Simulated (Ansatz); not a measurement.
A search over several starts for the lowest SCF solution of Zn₂S₂⁻, that is (ZnS)2 ring with one electron more at the given spin, in a small basis.

```yaml
crystal:
  periodic: [false, false, false]
  atoms:
    - {symbol: Zn, position_ang: [0.467228, 0.380790, -1.049783]}
    - {symbol: S, position_ang: [-1.105559, 1.527337, 0.061916]}
    - {symbol: Zn, position_ang: [-0.467206, -0.380775, 1.049795]}
    - {symbol: S, position_ang: [1.105537, -1.527352, -0.061938]}
basis:
  gaussian: {orbitals: def2-SVP}
total_charge: -1
magnetization: {spin_polarized: true, initial_magnetization: 1}
hamiltonian: {xc: pbe0, dispersion: d4}
output: {orbitals: {seedname: orbitals}}
```

```sh
$ ansatz run in.yaml --threads 4 --pin off --events-out ev --progress --plain --max-ram 3916MiB
```

Output, abridged:

```
Functional definition: PBE0
  name "PBE0"
  cite "Adamo & Barone, J. Chem. Phys. 110, 6158 (1999) doi:10.1063/1.478522"
  cite "Perdew, Burke & Ernzerhof, Phys. Rev. Lett. 77, 3865 (1996) doi:10.1103/PhysRevLett.77.3865"
  parent pbe
  parameter a = 0.25
  parameter kappa = 0.804
  parameter beta = 0.06672455060314922
  exchange = (1 - a)*pbe_x(kappa = kappa, mu = beta*pi^2/3) + a*exact_x
  correlation = pbe_c(beta = beta)
915 factors; integrals over basis functions are off by at most 7.5e-4 eV
mean field evaluation 1: about -118469.3649 eV, gradient 2.7e1 eV
mean field evaluation 2: about -118466.6803 eV, gradient 4.0e1 eV
mean field evaluation 4: about -118471.7098 eV, gradient 5.2e-1 eV
mean field evaluation 8: about -118471.8874 eV, gradient 2.3e-2 eV
mean field evaluation 16: about -118471.8874 eV, gradient 2.0e-5 eV
mean field -118471.88742814 eV, -4353.7615598546 hartree, gradient 1.7e-5 eV, S^2 0.768210; 1 other end points of the search recorded, 0 dependent functions left out
reference -118471.88746368 eV, -4353.7615611609 hartree; 47, 46 occupied and 51, 52 virtual orbitals, 915 factors
Total energy: -118472.03903232 eV, -4353.7671312055 hartree
```

Hardware: 4 threads of Arm Neoverse V2 on a shared host. Wall time 2.7 s.

The highest occupied level of the charge -1 doublet lies above zero (up to 0.44 eV). By energy differences its removal costs 1.78 eV (vertical, to the charge 0 singlet, at PBE0-D4/def2-TZVPD).
